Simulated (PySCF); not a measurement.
**Unknown compound**

Molecular formula: C8H10O2. Simulated spectra:

1H NMR (300 MHz, computed): δ 4.87 (m, 1H), 3.17 (m, 1H), 2.56 (m, 1H), 2.32 (m, 1H), 2.02 (s, 3H), 1.94 (m, 1H), 1.69 (m, 1H), 1.66 (m, 1H).

13C{1H} NMR (computed): δ 171.3 (C), 87.6 (CH), 48.7 (CH), 37.0 (CH), 36.7 (CH2), 23.8 (CH), 21.8 (CH3), 21.3 (CH).

Level of theory: NMR shieldings at PBE/pcSseg-1/GIAO, coordinates at the PBE0-D3(BJ)/def2-SVP level, in PySCF 2.14 (one conformer, no solvent model, one averaged value for each set of equivalent atoms, no relativistic terms).

δ = σ(ref) − σ, references computed at the same level: 1H (σ = 31.20 ppm) and 13C (σ = 180.03 ppm) against TMS.

**Question.** Propose a structure and justify it.

**Answer.** 
1. Rings plus π bonds: 4 (3 rings in the answer).
2. 8 carbon signals for 8 carbons: no two carbons are equivalent.
3. Carbon types of the structure: 1 × C, 5 × CH, 1 × CH2, 1 × CH3, which accounts for all hydrogens.
4. δC 171.3: ester carbonyl carbon; it is a carbonyl in resonance with an O or N lone pair, the region of acids, esters and amides.
5. δC 87.6: sp3 CH bonded to O; deshielded by the electronegative neighbour.
6. δC 37.0, 23.8, 21.3: three-membered-ring carbon.
7. δC 36.7: sp3 CH2 in a ring; a saturated carbon with 2 carbon neighbours and no heteroatom attached.
8. δC 21.8: methyl carbon α to a carbonyl; α to the electron-withdrawing carbonyl group.
9. δH 4.87: hydrogen on an sp3 CH bonded to O; its carbon carries O, which withdraws density.
10. δH 2.02: hydrogen on a methyl carbon α to a carbonyl; α to C=O.

The compound is `CC(=O)O[C@@H]1[C@H]2C[C@@H]3[C@H]2[C@@H]31`.

The shifts were computed for this structure.

Shifts are as computed. Against solution values, carbons near 30 ppm lie about +2 ppm off and those near 130 ppm about +2 ppm. Of 1211 compounds with measured shifts, 218 miss one by over three times the rms of a fit or turn the order of signals round; such compounds aren't used in these exercises. Multiplicities follow the n + 1 count of equivalent neighbours, as no J values were calculated; m marks all less simple cases, F and P coupling included.
